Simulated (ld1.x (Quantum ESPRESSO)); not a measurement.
**Ar, PAW: configuration errors across variants**

ld1.x (Quantum ESPRESSO) 7.5 input, shortened:

```
&input
   title='Ar', zed=18., rel=0, dft='PZ', iswitch=3,
   config='[Ne] 3s2 3p5.75 3d-2'
 /
 &inputp
   pseudotype=3, lpaw=.true., tm=.true., lloc=-2, rcloc=1.10,
   nlcc=.true., new_core_ps=.true., rcore=0.65,
   which_augfun='PSQ', rmatch_augfun=0.85
 /
5
3S  1  0   2.00   0.00  0.90  1.15  0.0
3S  1  0   0.00  -1.20  0.90  1.15  0.0
3P  2  1   5.75   0.00  1.30  1.40  0.0
3P  2  1   0.00  -0.20  1.30  1.40  0.0
3D  3  2  -2.00   0.20  1.05  1.40  0.0
 &test
   configts(1)='3s2 3p5.75'
 /
```

All-electron excitation energies from the reference (eV): (1) 3s2 3p6 -2.948; (2) 3s2 3p5 13.226; (3) 3s2 3p4 41.972; (4) 3s1 3p6 27.432; (5) 3s2 3p3 84.628; (6) 3s2 3p5.5 3.661; (7) 3s2 3p2 142.340; (8) 3s2 3p5.75 spin -0.013; (9) 3s2 3p5 spin 13.001.

Spin tests fill each open shell by Hund’s rule, majority spin first.

Errors AE − PS in meV (a dash: test not solved or not reliable):

```tsv
change	(1)	(2)	(3)	(4)	(5)	(6)	(7)	(8)	(9)	bound ghosts
base	0.0	-0.5	-5.0	-0.5	-22	-0.1	-69	0.0	-0.6	none
local potential all-electron potential smoothed inside 0.60 bohr (lloc = -2)	0.0	-0.4	-4.7	-0.5	-21	-0.1	-65	0.0	-0.6	none
local potential all-electron potential smoothed inside 0.88 bohr (lloc = -2)	0.0	-0.5	-4.9	-0.5	-22	-0.1	-68	0.0	-0.6	none
local potential all-electron potential smoothed inside 1.08 bohr (lloc = -2)	0.0	-0.5	-5.0	-0.5	-22	-0.1	-69	0.0	-0.6	none
local potential all-electron potential smoothed inside 1.22 bohr (lloc = -2)	0.0	-0.5	-5.1	-0.5	-22	-0.1	-69	0.0	-0.6	none
local potential all-electron potential smoothed inside 1.38 bohr (lloc = -2)	0.0	-0.5	-5.2	-0.6	-23	-0.1	-71	0.0	-0.7	none
local potential all-electron potential smoothed inside 1.58 bohr (lloc = -2)	-0.1	-0.4	-4.8	-0.6	-21	-0.1	-65	0.0	-0.6	none
```

**Question.** Give the same row for: local potential all-electron potential smoothed inside 0.74 bohr (lloc = -2).

**Answer.** 0.0, -0.4, -4.8, -0.5, -21, -0.1, -67, 0.0, -0.6; bound ghosts: none.
